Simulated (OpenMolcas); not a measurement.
Fe2+ (d6) in a complex was computed by SS-CASPT2, IPEA 0.25 Eh, imaginary shift 0.1 Eh with the d shell active (OpenMolcas, ANO-RCC-VDZP on the metal). Its lowest spin-free states, and all those of the highest spin:

```tsv
2S+1	Degeneracy	E (cm-1)
5	1	0
5	2	630
5	2	4280
3	1	18460
3	1	18480
3	2	18590
3	1	19450
3	2	19710
3	1	20200
3	2	20410
3	2	21410
3	2	22870
```

Is the site octahedral, tetrahedral or cube-like, axial, or of lower symmetry?

The states with 2S+1 = 5 have orbital degeneracies 1, 2, 2. There are pairs but no triples, so the site is axial: not cubic, but with a proper or improper axis of order three or more. The run had Fe2+ with 6 ligands (oxide) in trigonal prismatic coordination (D3h) at 2.16 Å, a polar angle of 54.0° against the regular 49.1°. A charge of +1.67 e stands 2.8 Å behind each ligand. Ligand basis ANO-RCC-VDZP.

Roots that are degenerate in the reference are averaged as groups; the widest CASPT2 spread within a group is 140 cm-1 (the 2-fold group of multiplicity 5 near 632 cm-1 above the lowest state of its run). Shifts and gaps below about the spread of the groups concerned are not significant. Over all roots computed the reference weight is 0.63 to 0.64; a low but even weight reflects the number of correlated electrons. The oxide ions are held by bare point charges, a crude embedding. A single d shell leaves out the double-shell effect, which counts most for late 3d ions, where the CASPT2 field can be off either way by tens of per cent. Ligand-to-metal charge-transfer states are missing. With oxide or sulfide held by bare charges the field of late divalent 3d ions can come out several times too small, and g and χT far too large. For late 3d ions with one d shell CASPT2 can put B and the spin-flip bands somewhat low as well as high. Free-ion shares, where given, are those of the reference states; single-state CASPT2 does not remix them. No measured value stands beside these numbers; the geometry is a model, was not optimised and need not be the one that this ion takes.
